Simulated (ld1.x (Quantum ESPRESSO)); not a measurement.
**Ag, TM semilocal: configuration errors across variants**

ld1.x (Quantum ESPRESSO) 7.5 input, shortened:

```
&input
   title='Ag', zed=47., rel=1, dft='BP', iswitch=3,
   config='[Kr] 4d10 5s1 5p0'
 /
 &inputp
   pseudotype=1, tm=.true., lloc=0,
   nlcc=.false.
 /
3
4P  2  1   6.00   0.00  1.25  1.25  0.0
4D  3  2  10.00   0.00  2.00  2.00  0.0
4S  1  0   2.00   0.00  1.30  1.30  0.0
 &test
   configts(1)='4s2 4p6 4d10 5s1 5p0'
 /
```

Occupied shells without a wave of their own: 5s. They enter only through the test configuration that unscreens the potential.

All-electron excitation energies from the reference (eV): (1) 4s2 4p6 4d10 5s0 5p0 7.901; (2) 4s2 4p6 4d9 5s0 5p0 30.119; (3) 4s2 4p6 4d8 5s0 5p0 66.397; (4) 4s2 4p6 4d9 5s1 5p0 13.286; (5) 4s2 4p6 4d7 5s0 5p0 118.184; (6) 4s2 4p6 4d9 5s2 5p0 4.012; (7) 4s1 4p6 4d10 5s1 5p0 102.215.

A semilocal file is local in each channel, so a ghost entry of none says nothing of the separable form that plane-wave codes build from it.

For the base: The 5s level has no wave, so the channel is fitted at the deeper level alone: the likely source of the large errors.

Tests that are not counted but printed errors over 1 eV. “all radii scaled by about 1.36 (s 1.76, p 1.70, d 2.72 bohr)”: all (the test run did not reproduce the reference configuration, from which every error is measured).

The file “base” misses its own reference levels by 0.7 eV. The file “all radii scaled by about 1.04 (s 1.34, p 1.30, d 2.08 bohr)” misses its own reference levels by 0.8 eV. The file “all radii scaled by about 1.13 (s 1.46, p 1.40, d 2.26 bohr)” misses its own reference levels by 1.4 eV. The file “all radii scaled by about 1.22 (s 1.58, p 1.52, d 2.44 bohr)” misses its own reference levels by 2.3 eV. The file “all radii scaled by about 1.36 (s 1.76, p 1.70, d 2.72 bohr)” misses its own reference levels by 4.6 eV.

Errors AE − PS in meV (a dash: test not solved or not reliable):

```tsv
change	(1)	(2)	(3)	(4)	(5)	(6)	(7)	bound ghosts
base	-952	-1454	-2047	-20	-2672	+892	-198	none
all radii scaled by about 0.86 (s 1.12, p 1.08, d 1.72 bohr)	-308	-474	-672	-5.9	-882	+290	-82	none
all radii scaled by about 1.04 (s 1.34, p 1.30, d 2.08 bohr)	-1136	-1730	-2429	-25	-3161	+1061	-229	none
all radii scaled by about 1.13 (s 1.46, p 1.40, d 2.26 bohr)	-1874	-2831	-3941	-51	-5065	+1732	-392	none
all radii scaled by about 1.22 (s 1.58, p 1.52, d 2.44 bohr)	-3041	-4691	-6566	-297	-8440	+2588	-840	none
all radii scaled by about 1.36 (s 1.76, p 1.70, d 2.72 bohr)	–	–	–	–	–	–	–	not determined
```

Give the same row for: all radii scaled by about 0.76 (s 0.98, p 0.96, d 1.52 bohr).

-118, -182, -256, -2.1, -332, +111, -48; bound ghosts: none.
